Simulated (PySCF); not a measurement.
C3H6FNSi, SMILES F[C@@H]1CN=C[SiH2]1. The structure is a stationary point at PBE-D3(BJ)/def2-SVP. The structure was generated by enumeration; whether it is a known compound was not checked. One conformer was computed; it need not be the lowest.

Computed equilibrium geometry at PBE-D3(BJ)/def2-SVP (PySCF confirms it by a frequency run) as bond lengths and angles (one conformer of several):
Atoms: F1 C2 C3 N4 C5 Si6 H7 H8 H9 H10 H11 H12. Bond lengths (Å): F1–C2 1.407, C2–C3 1.542, C2–Si6 1.924, C2–H7 1.111, C3–N4 1.466, C3–H8 1.113, C3–H9 1.112, N4–C5 1.287, C5–Si6 1.911, C5–H10 1.109, Si6–H11 1.500, Si6–H12 1.506. Angles (°): F1–C2–C3 109.1, F1–C2–Si6 107.8, F1–C2–H7 108.2, C3–C2–Si6 102.7, C3–C2–H7 111.5, Si6–C2–H7 117.1, C2–C3–N4 114.6, C2–C3–H8 110.7, C2–C3–H9 108.9, N4–C3–H8 107.2, N4–C3–H9 109.1, H8–C3–H9 106.0, C3–N4–C5 115.4, N4–C5–Si6 113.7, N4–C5–H10 117.7, Si6–C5–H10 128.5, C2–Si6–C5 89.2, C2–Si6–H11 113.6, C2–Si6–H12 113.9, C5–Si6–H11 117.1, C5–Si6–H12 111.8, H11–Si6–H12 110.1.
